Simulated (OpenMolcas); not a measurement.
# Computed levels of neutral hafnium

```
Program             : OpenMolcas
Method              : SS-RASPT2, IPEA 0.25 Eh, imaginary shift 0.1 Eh (closed shells correlated: 5s 5p)
Basis               : ANO-RCC-VTZP [8s7p5d3f2g1h]
Scalar Hamiltonian  : DKH2, point nucleus
Active space        : 4 electrons in 9 orbitals (RAS2 5d 6s; RAS3 6p, at most 2 electrons)
State averaging     : 2S+1 = 3 even, 55 roots; 2S+1 = 5 even, 10 roots kept (CI in the orbitals of an earlier block); 2S+1 = 1 even, 50 roots kept (CI in the orbitals of an earlier block, 43 in the spin-orbit step); 2S+1 = 3 odd, 72 roots (47 in the spin-orbit step); 2S+1 = 5 odd, 30 roots kept (CI in the orbitals of an earlier block); 2S+1 = 1 odd, 28 roots kept (CI in the orbitals of an earlier block)
Spin-orbit coupling : state interaction with AMFI integrals over the reference wave functions, term energies averaged over their components
```

With spin-orbit coupling, above the lowest level:

```tsv
Configuration	Term	J	E (eV)	Measured (eV)	Term weight %	Second
5d² 6s²	³F	2	0.0000	0.0000	91	9 ¹D
5d² 6s²	³F	3	0.286	0.2922	100	
5d² 6s²	³F	4	0.551	0.5663	97	3 ¹G
5d² 6s²	³P	0	0.646	0.6846	97	3 ¹S
5d² 6s²	¹D	2	0.661		52	40 ³P
5d² 6s²	³P	1	0.768	0.8149	100	
5d² 6s²	³P	2	1.071	1.1138	59	39 ¹D
5d² 6s²	¹G	4	1.362	1.3059	97	3 ³F
5d 6s² 6p	³F°	2	1.465	1.3029	58	33 ¹D°
5d³ 6s	⁵F	1	1.596		95	5 ³D
5d³ 6s	⁵F	2	1.690		96	3 ³D
5d³ 6s	⁵F	3	1.823		98	
5d 6s² 6p	³F°	3	1.915	1.8029	82	10 5d² 6s 6p ⁵G°
5d 6s² 6p	¹D°	2	1.924		53	24 ³F°
5d 6s² 6p	³D°	1	1.944	1.7380	94	
5d³ 6s	⁵F	4	1.979		98	
5d³ 6s	⁵F	5	2.137		94	6 ³G
5d 6s² 6p	³D°	2	2.174	2.0040	85	8 5d² 6s 6p ⁵G°
5d² 6s 6p	⁵G°	2	2.314		71	17 5d 6s² 6p ³F°
5d 6s² 6p	³F°	4	2.356	2.2596	83	16 5d² 6s 6p ⁵G°
5d² 6s 6p	⁵G°	3	2.404		60	33 5d 6s² 6p ³D°
5d 6s² 6p	³D°	3	2.514		54	26 5d² 6s 6p ⁵G°
5d³ 6s	⁵P	1	2.518		93	5 ³P(1)
5d 6s² 6p	³P°	1	2.533	2.2495	93	2 ¹P°
5d³ 6s	⁵P	2	2.540		86	8 ³P(1)
5d 6s² 6p	³P°	0	2.551	2.2652	97	2 5d² 6s 6p ⁵D°(1)
5d² 6s 6p	⁵G°	4	2.652		81	15 5d 6s² 6p ³F°
5d 6s² 6p	³P°	2	2.663	2.4538	83	10 ¹D°
5d² 6s²	¹S	0	2.669	2.5204	94	3 5d³ 6s ³P(1)
5d³ 6s	⁵P	3	2.699		94	5 ³D
5d² 6s 6p	⁵F°	1	2.817		97	2 5d 6s² 6p ³D°
5d³ 6s	³G	3	2.866		88	10 ³F(1)
5d² 6s 6p	⁵G°	5	2.884		98	2 ⁵F°
5d³ 6s	³F(1)	2	2.899		66	18 ³D
5d² 6s 6p	⁵F°	2	2.900		96	2 5d 6s² 6p ³D°
5d³ 6s	³G	4	2.924		80	13 ³H
5d³ 6s	³D	1	2.953		75	10 ³P(1)
5d² 6s 6p	⁵F°	3	3.019		94	
5d³ 6s	³G	5	3.055		70	22 ³H
5d³ 6s	³D	2	3.146		58	28 ³F(1)
```

Against the 15 measured excited levels shown (NIST Handbook of Basic Atomic Spectroscopic Data) the mean absolute deviation is 1000 cm-1; the largest miss in energy is 5d 6s² 6p ³P°₀: computed 2.551, measured 2.2652 eV (+12.6 %).

Spin-orbit coupling puts the lowest level 0.3586 eV below the lowest spin-free term.

For ³F the intervals divided by the larger J are 768.1, 534.6 cm-1. Landé's interval rule makes them equal in pure LS coupling; they differ by 36 % of their mean. The multiplet is regular.

Term energies are means over components that CASPT2 splits; among the terms shown or strongly mixed into the levels shown the widest spread is 510 cm-1 (5d² 6s² ¹G). Some high roots are left out of the spin-orbit mixing, which shifts the levels that they would mix with. Terms from blocks run as CI alone lack orbitals of their own. Configurations are named by rounded mean occupations; where the s occupation lies near a half they are strongly mixed, a name can repeat and a true partner stay unpaired. A single d shell beside an s shell can misplace configurations of different d count against each other. Computed and measured levels are paired by configuration, term and J; levels that our copy of the source lacks, or whose pairing is in doubt (as where it misses far off the trend of its configuration), stay unpaired and out of the deviations. Only configurations of the active space appear. The first state left out of the spin-orbit step lies near 35000 cm-1 above the lowest spin-free state of the reference (among the parities and spins computed), and the list stops at four fifths of that energy or lower. The table shows the lowest 40 of 57 levels.

The term weight is that of the spin-free term in the level, not the purity of its configuration. A number in round brackets counts repeated terms of one configuration in the order of the reference energies. ° marks odd parity.
